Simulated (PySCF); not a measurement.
Isomers of C4H13F2NSi2, one GFN2-xTB conformer each. Single-point energies are computed at PBE0/pcSseg-1 (PySCF, gas phase, no added dispersion term), electronic only.

```tsv
SMILES	GFN2-xTB relative energy (kJ/mol)
CCCC(F)(F)[SiH2][SiH2]N	234.8
C[C@@H](CC(F)F)N[SiH2][SiH3]	205.4
CC(C)C(F)(F)[SiH2][SiH2]N	231.2
CC(C)[Si@H](F)N[SiH2]CF	0.0
CNC[C@@H]([SiH3])[Si@H](F)CF	164.7
```

Conformers: `[CH3:1][CH2:2][CH2:3][C:4]([F:5])([F:6])[SiH2:7][SiH2:8][NH2:9]` with C1–C2–C3–C4 180°, C2–C3–C4–F5 -57°, C3–C4–Si7–Si8 -179°, C4–Si7–Si8–N9 -178°, Si7–Si8–N9–H -170° and 52°; `[CH3:1][C@@H:2]([CH2:3][CH:4]([F:5])[F:6])[NH:7][SiH2:8][SiH3:9]` with C1–C2–C3–C4 -175°, C2–C3–C4–F5 70°, C1–C2–N7–Si8 98°, C2–N7–Si8–Si9 178°; `[CH3:1][CH:2]([CH3:3])[C:4]([F:5])([F:6])[SiH2:7][SiH2:8][NH2:9]` with C1–C2–C4–F5 178°, C2–C4–Si7–Si8 165°, C4–Si7–Si8–N9 -173°, Si7–Si8–N9–H -169° and 54°; `[CH3:1][CH:2]([CH3:3])[Si@H:4]([F:5])[NH:6][SiH2:7][CH2:8][F:9]` with C1–C2–Si4–F5 -65°, C2–Si4–N6–Si7 165°, Si4–N6–Si7–C8 20°, N6–Si7–C8–F9 58°; `[CH3:1][NH:2][CH2:3][C@@H:4]([SiH3:5])[Si@H:6]([F:7])[CH2:8][F:9]` with C1–N2–C3–C4 -155°, N2–C3–C4–Si5 -95°, C3–C4–Si6–F7 170°, C4–Si6–C8–F9 -11°.

Task: What does PBE0/pcSseg-1 give for the same structures?

Result: 
```
                      SMILES  PBE0/pcSseg-1 E (Eh)  PBE0/pcSseg-1 (kJ/mol)  GFN2-xTB (kJ/mol)  point group
     CC(C)[Si@H](F)N[SiH2]CF            -993.02930                     0.0                0.0           C1
CNC[C@@H]([SiH3])[Si@H](F)CF            -992.96344                   172.9              164.7           C1
   CC(C)C(F)(F)[SiH2][SiH2]N            -992.94054                   233.1              231.2           C1
     CCCC(F)(F)[SiH2][SiH2]N            -992.93991                   234.7              234.8            –
C[C@@H](CC(F)F)N[SiH2][SiH3]            -992.93191                   255.7              205.4           C1
```

Both levels put the same isomer lowest; measured from each level's own lowest isomer, the values differ by up to 50.3 kJ/mol (C[C@@H](CC(F)F)N[SiH2][SiH3]: 205.4 against 255.7). As drawn, the lowest has an Si–F bond and an Si–C bond, which the highest lacks; the highest has two fluorines on one carbon and an Si–Si bond, which the lowest lacks. Neighbours under 10 kJ/mol apart (CC(C)C(F)(F)[SiH2][SiH2]N and CCCC(F)(F)[SiH2][SiH2]N) can change places with a better method, another conformer or zero-point energy.

Task: Which frontier levels, dipoles and rotational constants go with these structures?

Result: 
```json
{"SMILES": "CC(C)[Si@H](F)N[SiH2]CF", "HOMO (eV, PBE0/pcSseg-1)": "-7.64", "LUMO (eV)": "0.55", "dipole (D)": "2.11", "A, B, C (MHz)": "2111, 594.2, 533.2"}
{"SMILES": "CNC[C@@H]([SiH3])[Si@H](F)CF", "HOMO (eV, PBE0/pcSseg-1)": "-7.61", "LUMO (eV)": "0.50", "dipole (D)": "3.63", "A, B, C (MHz)": "1308, 933.9, 646.8"}
{"SMILES": "CC(C)C(F)(F)[SiH2][SiH2]N", "HOMO (eV, PBE0/pcSseg-1)": "-7.35", "LUMO (eV)": "-0.47", "dipole (D)": "2.34", "A, B, C (MHz)": "2469, 569.3, 519.7"}
{"SMILES": "CCCC(F)(F)[SiH2][SiH2]N", "HOMO (eV, PBE0/pcSseg-1)": "-7.36", "LUMO (eV)": "-0.52", "dipole (D)": "2.17", "A, B, C (MHz)": "3231, 451.6, 434.1"}
{"SMILES": "C[C@@H](CC(F)F)N[SiH2][SiH3]", "HOMO (eV, PBE0/pcSseg-1)": "-7.05", "LUMO (eV)": "-0.43", "dipole (D)": "2.73", "A, B, C (MHz)": "1489, 530.5, 449.7"}
```
